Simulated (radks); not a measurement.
Trend from Rb3+ to Xe3+: ionisation energy by Delta-SCF between NIST ground configurations, and size. All-electron calculation, scalar-relativistic Kohn-Sham, r2SCAN, spin-polarised, spherical densities, finite nucleus; open shells are filled with parallel spins first (spin-orbit coupling, left out, can overturn this in heavy ions); meta-GGA in the generalised Kohn-Sham scheme; Fermi nuclear charge, rms radius of each element as measured or else 0.836 A^(1/3) + 0.57 fm. Program: a radial shooting solver on a logarithmic mesh with Libxc functionals.

| species | configuration | configuration of the ion | IE (eV) | NIST (eV) | kind | r at 0.001 e/bohr^3 (bohr) |
|---|---|---|---|---|---|---|
| Rb3+ | [Ar] 3d10 4s2 4p4 | [Ar] 3d10 4s2 4p3 | 51.493 | 52.2 | semi-emp. | 3.19 |
| Sr3+ | [Ar] 3d10 4s2 4p5 | [Ar] 3d10 4s2 4p4 | 56.617 | 56.280 | semi-emp. | 3.14 |
| Zr3+ | [Kr] 4d1 | [Kr] | 33.882 | 34.418 | exp. | 3.23 |
| Nb3+ | [Kr] 4d2 | [Kr] 4d1 | 37.292 | 37.61 | exp. | 3.27 |
| Mo3+ | [Kr] 4d3 | [Kr] 4d2 | 40.459 | 40.3 | semi-emp. | 3.26 |
| Tc3+ | [Kr] 4d4 | [Kr] 4d3 | 43.500 | 41 | theory | 3.22 |
| Ru3+ | [Kr] 4d5 | [Kr] 4d4 | 46.450 | 45 | theory | 3.17 |
| Rh3+ | [Kr] 4d6 | [Kr] 4d5 | 43.719 | 42 | theory | 3.14 |
| Pd3+ | [Kr] 4d7 | [Kr] 4d6 | 47.183 | 46 | theory | 3.10 |
| Ag3+ | [Kr] 4d8 | [Kr] 4d7 | 50.414 | 49 | theory | 3.05 |
| Cd3+ | [Kr] 4d9 | [Kr] 4d8 | 53.527 | 51 | theory | 3.01 |
| In3+ | [Kr] 4d10 | [Kr] 4d9 | 56.556 | 55.45 | exp. | 2.96 |
| Sn3+ | [Kr] 4d10 5s1 | [Kr] 4d10 | 40.953 | 40.74 | exp. | 3.32 |
| Sb3+ | [Kr] 4d10 5s2 | [Kr] 4d10 5s1 | 43.502 | 43.80 | exp. | 3.44 |
| Te3+ | [Kr] 4d10 5s2 5p1 | [Kr] 4d10 5s2 | 36.657 | 37.416 | exp. | 3.60 |
| I3+ | [Kr] 4d10 5s2 5p2 | [Kr] 4d10 5s2 5p1 | 40.413 | 40.36 | exp. | 3.64 |
| Xe3+ | [Kr] 4d10 5s2 5p3 | [Kr] 4d10 5s2 5p2 | 43.863 | 42.2 | exp. | 3.62 |

Reference values: NIST Atomic Spectra Database (exp. = measured, semi-emp. = semi-empirical, theory = theoretical value adopted there). Open shells are spherical and high-spin; term and fine-structure splittings are not resolved. Spin-orbit splitting is averaged out at the scalar-relativistic level.
